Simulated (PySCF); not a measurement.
Si(OSiH3)(H)2(Me) (CH₈OSi₂), SMILES [SiH2](C)O[SiH3].

Coordinates come from a PBE-D3(BJ)/def2-SVP optimisation. The values are those of a single conformer.

Level of theory: PBE-D3(BJ)/def2-SVP run with PySCF.

Frequencies are harmonic and unscaled.

**Question.** List the normal modes with their intensities. (An estimate is asked for; the answer gives what the named calculation found.)

**Answer.** 
| mode | ν (cm⁻¹) | IR (km/mol) | moving atoms (share of kinetic energy) |
|---|---|---|---|
| 1 | 31 | 1.9 | O 55 %, H 24 %, Si 11 %, C 10 % |
| 2 | 59 | 0.1 | H 89 % |
| 3 | 84 | 0.7 | O 36 %, Si 28 %, H 23 %, C 13 % |
| 4 | 158 | 0.2 | H 92 % |
| 5 | 215 | 1.8 | Si 33 %, H 27 %, C 24 %, O 16 % |
| 6 | 482 | 8.4 | H 94 % |
| 7 | 572 | 3.3 | Si 51 %, H 22 %, O 17 %, C 9 % |
| 8 | 682 | 3.0 | H 90 %, Si 9 % |
| 9 | 686 | 1.7 | H 50 %, C 29 %, Si 19 % |
| 10 | 712 | 27.6 | H 69 %, Si 15 %, O 9 % |
| 11 | 723 | 80.6 | H 80 %, O 12 % |
| 12 | 746 | 68.4 | H 57 %, C 21 %, Si 17 % |
| 13 | 851 | 40.3 | H 76 %, C 18 % |
| 14 | 900 | 560.0 | H 84 %, Si 12 % |
| 15 | 913 | 68.8 | H 96 % |
| 16 | 916 | 52.0 | H 95 % |
| 17 | 929 | 205.9 | H 92 % |
| 18 | 976 | 96.9 | H 83 %, Si 14 % |
| 19 | 1050 | 371.7 | O 75 %, Si 17 %, H 8 % |
| 20 | 1219 | 32.4 | H 77 %, C 22 % |
| 21 | 1377 | 3.7 | H 96 % |
| 22 | 1384 | 3.0 | H 96 % |
| 23 | 2142 | 65.7 | H 98 % |
| 24 | 2143 | 89.8 | H 96 % |
| 25 | 2156 | 208.9 | H 96 % |
| 26 | 2156 | 137.9 | H 98 % |
| 27 | 2186 | 113.0 | H 97 % |
| 28 | 2978 | 1.1 | H 97 % |
| 29 | 3079 | 2.8 | H 91 %, C 9 % |
| 30 | 3086 | 1.9 | H 91 %, C 9 % |
